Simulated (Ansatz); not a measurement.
This geometry of ClGeH$_{3}$O (6 atoms, charge 0, multiplicity 1) is a first-order saddle point.

Computed with RKS PBE0-D4/def2-SVP in Ansatz.

```xyz
6
Properties=species:S:1:pos:R:3
Ge 0.235 -0.051 -0.513
Cl 1.115 -0.004 1.913
H 1.630 0.114 0.341
O -0.795 1.376 -0.677
H -1.719 1.223 -0.446
H -0.730 -1.265 -0.349
```

Q: Which two structures does it join? (They come from a converged band through this point; their orientation in space is the band's.)

A: Bonds broken: Ge1–Cl2, Ge1–H3. Bonds formed: Cl2–H3. ClGeH3O becomes ClH + GeH2O.

First end point:

```xyz
6
Properties=species:S:1:pos:R:3
Ge 0.273 -0.062 -0.018
Cl 0.447 0.113 2.132
H 1.660 0.078 -0.642
O -0.656 1.306 -0.639
H -1.548 1.354 -0.280
H -0.441 -1.396 -0.284
```

Last end point:

```xyz
6
Properties=species:S:1:pos:R:3
Ge -0.186 -0.416 -0.988
Cl 1.390 -0.083 1.495
H 2.333 0.555 0.891
O -0.941 1.210 -0.902
H -1.672 1.270 -0.278
H -1.188 -1.144 0.052
```

Q: How far does it lie above each of them?

A: 53.2 kcal/mol above the first and 11.9 kcal/mol above the second. This is the barrier of this one path; another mechanism may lie lower. The orbitals stay closed-shell, which can raise the energy where a bond breaks towards radicals; this wasn't checked here.

Run time: 2.6 min on 1 thread of Intel(R) Xeon(R) 6975P-C (Granite Rapids) (shared host), peak memory 0.19 GiB.
